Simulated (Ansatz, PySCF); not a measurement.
Dissociation curve of SMILES OB (H3BO). The B1–O4 bond (B1 also carries H, H; O4 carries H) is stretched with both fragments frozen at the PBE0/def2-TZVP optimised geometry.

Methods: UKS-CAM-B3LYP = unrestricted CAM-B3LYP/6-31G run with PySCF; UKS-PBE = unrestricted PBE/6-31G (Ansatz, a quantum-chemistry and plane-wave program); RKS-BHandHLYP = restricted BHandHLYP/6-31G (PySCF 2.14.0); UCCSD(T) = CCSD(T) on UHF/6-31G, 2 core orbitals frozen in PySCF.

Energies relative to the lowest point of each curve near equilibrium, in kcal/mol:

```csv
R / Å,UKS-CAM-B3LYP,UKS-PBE,RKS-BHandHLYP
1.00,149.8,154.4,148.8
1.08,75.8,79.5,75.0
1.21,17.4,19.4,16.8
1.26,7.4,8.9,7.1
1.30,2.8,3.8,2.6
1.38,0.0,0.0,0.0
1.44,2.0,1.2,2.1
1.68,27.1,23.5,27.9
2.44,120.9,109.4,123.8
2.66,134.0,125.8,143.2
3.31,148.2,146.8,182.3
4.08,151.4,153.3,207.1
```

**Question.** What does UCCSD(T) give at the same points?

**Answer.** 1.00: 162.3; 1.08: 84.8; 1.21: 21.8; 1.26: 10.4; 1.30: 4.7; 1.38: 0.0; 1.44: 0.7; 1.68: 21.9; 2.44: 107.5; 2.66: 121.9; 3.31: 137.5; 4.08: 138.9 (kcal/mol).

The unrestricted determinant behind UKS-CAM-B3LYP is spin-contaminated at 2.44 to 4.70 Å (<S²> up to 1.0, against 0.00 for a pure singlet). The unrestricted determinant behind UKS-PBE is spin-contaminated at 2.66 to 4.70 Å (<S²> up to 0.9, against 0.00 for a pure singlet). At the longest distance RKS-BHandHLYP leaves fractional charges on the fragments, a sign of delocalisation error or of the restricted form. The restricted form behind RKS-BHandHLYP keeps the bonding electrons paired and can't separate into open-shell fragments. The unrestricted determinant behind UCCSD(T) is spin-contaminated at 2.24 to 4.70 Å (<S²> up to 1.0, against 0.00 for a pure singlet).
